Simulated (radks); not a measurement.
Spin polarisation of the 4p1 shell in the germanium ion Ge+. Start: [Ar] 3d10 4s2 4p(up 0.5, down 0.5); electrons of 4p are moved from spin down to spin up, other shells keep equal spins. All-electron calculation, non-relativistic Kohn-Sham, TPSS, spin-polarised, spherical densities, point nucleus; meta-GGA in the generalised Kohn-Sham scheme. Program: a radial shooting solver on a logarithmic mesh with Libxc functionals.

moment (Bohr magnetons)  E - E(0) (eV)  e(4p up) (eV)  e(4p down) (eV)  4s down minus up (eV)  3d down minus up (eV)
0                                0.000        -11.231          -11.231                 0.000                 0.000
0.25                            -0.017        -11.366          -11.086                  0.297                  0.027
0.5                             -0.070        -11.490          -10.930                  0.594                  0.053
0.75                            -0.157        -11.603          -10.765                  0.894                  0.080
1                               -0.279        -11.706          -10.590                  1.196                  0.106

At moment 1 the spin-polarisation energy is -0.279 eV and the 4p exchange splitting 1.115 eV, that is 1.115 eV per Bohr magneton; E = -I m^2/4 would give I = 1.117 eV.
